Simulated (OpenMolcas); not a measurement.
# Pt2+: ligand-field states by method

Pt2+ with its 6 nearest fluoride ions at 2.124 Å, on the Cd site of idealised cubic KCdF3 (a = 4.302 Å, distance in the model lattice 2.151 Å). The rest of the host is ab initio model potentials to 7.6 Å, with orthogonalisation functions on the cations behind the ligands, and point charges beyond; the distance is set by hand and nothing relaxes. Ligand basis ANO-RCC-VDZP.
```
Pt    0.0000    0.0000    0.0000
F     2.1240    0.0000    0.0000
F     0.0000    2.1240    0.0000
F    -2.1240    0.0000    0.0000
F     0.0000   -2.1240    0.0000
F     0.0000    0.0000    2.1240
F     0.0000    0.0000   -2.1240
```

- Program: OpenMolcas 26.06
- Basis: ANO-RCC-VDZP [7s6p4d2f]
- Scalar Hamiltonian: DKH2, point nucleus
- Active space: 8 electrons in 5 orbitals (5d)
- State averaging: 2S+1 = 3 even, 10 roots; 2S+1 = 1 even, 15 roots
- Spin-orbit coupling: RASSI with atomic mean-field integrals over the reference wave functions

I. CASSCF
II. SS-CASPT2, IPEA 0.25 Eh, imaginary shift 0.1 Eh (closed shells correlated: 5s 5p and the ligand valence shells)

Spin-free states (labels of O, the rotations of Oh) in cm-1, each column counted from its own energy of the first state listed:

| State | Degeneracy | I | II |
| --- | --- | --- | --- |
| 3A2 | 1 | 0 | 0 |
| 1E | 2 | 12525 | 9020 |
| 3T2 | 3 | 17702 | 19930 |
| 1A1 | 1 | 22316 | 18120 |
| 3T1 | 3 | 25377 | 26560 |
| 1T2 | 3 | 29820 | 29240 |
| 1T1 | 3 | 33347 | 32780 |
| 3T1 | 3 | 39547 | 42470 |
| 1E | 2 | 49143 | 51360 |
| 1T2 | 3 | 49363 | 51550 |
| 1A1 | 1 | 68631 | 66540 |

From I to II, I's first state of the same spin (3T2) moves from 17702 to 19930 cm-1, by about +2200 cm-1.

From I to II, I's first state of another spin (1E) moves from 12525 to 9020 cm-1, by about -3500 cm-1.

I: A least-squares ligand-field fit to the states below 45000 cm-1, each weighted by its degeneracy and with a free common offset, gives 10Dq = 17553 cm-1, B = 800 cm-1 and C = 3084 cm-1 (C/B = 3.86), with an rms deviation of 61 cm-1. The same method and metal basis give the free ion B = 847 cm-1 (fit to its terms below 60000 cm-1, rms deviation 6 cm-1), so the nephelauxetic ratio is β = 800 / 847 = 0.94; it hangs on how both fits weigh the states, and computed free-ion B values tend to be too large, so β mixes covalency with correlation.

II: A least-squares ligand-field fit to the states below 45000 cm-1, each weighted by its degeneracy and with a free common offset, gives 10Dq = 19948 cm-1, B = 669 cm-1 and C = 2317 cm-1 (C/B = 3.47), with an rms deviation of 306 cm-1. The same method and metal basis give the free ion B = 789 cm-1 (fit to its terms below 60000 cm-1, rms deviation 485 cm-1), so the nephelauxetic ratio is β = 669 / 789 = 0.85; it hangs on how both fits weigh the states, and computed free-ion B values tend to be too large, so β mixes covalency with correlation.

From I to II, 10Dq changes by +14 %, B by -16 % and C by -25 %.

χT at 300 K: I 1.71, II 1.65 cm3 K/mol.

The states above are spin-free; spin-orbit coupling is strong here and shifts and splits them by thousands of cm-1.

Roots that are degenerate in the reference are averaged as groups; the widest CASPT2 spread within a group is 110 cm-1 (the 3-fold group of multiplicity 1 near 29200 cm-1 above the lowest state of its run, II). Shifts and gaps below about the spread of the groups concerned are not significant. Over all roots computed the reference weight is 0.72 to 0.73 in II; a low but even weight reflects the number of correlated electrons. Real 4d8 and 5d8 ions are as a rule square planar and diamagnetic. Ligand-to-metal charge-transfer states are missing. With no ligand orbital active B as a rule stays too high, so bands that hang on it stand too high and its fall with covalency is understated. Without dynamic correlation the repulsion within the d shell is too large (B by tens of per cent), so at a given field states of lower spin stand too high (holds for I). With metal d orbitals alone the field can be off either way by tens of per cent (holds for I). With one d shell and no ligand orbital active, 10Dq can be off by a tenth or more (holds for II). No measured value stands beside these numbers; the geometry was set by hand and not optimised.
